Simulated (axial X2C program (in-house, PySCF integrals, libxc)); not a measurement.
**Levels of TiF by electron attachment to TiF⁺ (EOM-EA-CCSD)**

Computed with an axial X2C code built on PySCF integrals: two-component X2C with atomic mean-field Coulomb and Gaunt terms, Gaussian nuclei, basis Ti dyall-acv3z, F dyall-av3z with contracted cores.

R = 2.042 Å (1.150 times 1.776 Å, the PBE0 minimum at charge 0 for the lowest determinant).

Levels of TiF obtained by attaching an electron to TiF⁺:

```tsv
Ω	binding energy (eV)	above lowest (cm⁻¹)	attached spinor	one-particle weight
1/2	7.077	0	71% Ti sσ, 18% Ti pσ, 6% F pσ	0.97
3/2	5.553	12299	79% Ti dπ, 18% Ti pπ	0.91
1/2	5.476	12920	73% Ti dσ, 22% Ti pσ	0.92
1/2	5.257	14682	77% Ti dπ, 20% Ti pπ	0.92
```

This point took 69 s on 1 thread of Intel(R) Xeon(R) Processor @ 2.30GHz (shared host).

Reference electrons by ω block (each with its −ω partner): 1/2: 11, 3/2: 3, 5/2: 1. 18 electrons of TiF⁺ correlated (inner shells frozen), 92 natural virtual spinors (a truncated set); levels can be off by some tenths of an eV. Roots sought by Ω: (1/2: 5, 3/2: 4, 5/2: 2, 7/2: 1); rows need 60 % one-particle weight and stop where some Ω has no more roots. Missing are any skipped roots, higher Ω and states of a further excitation; these come out far too high here and may in truth be low or lowest. T1 of the reference 0.024 (Lee–Taylor). The reference was not checked to be the lowest state of its species. Number of frozen shells: Ti 2 s, 1 p; F 1 s.
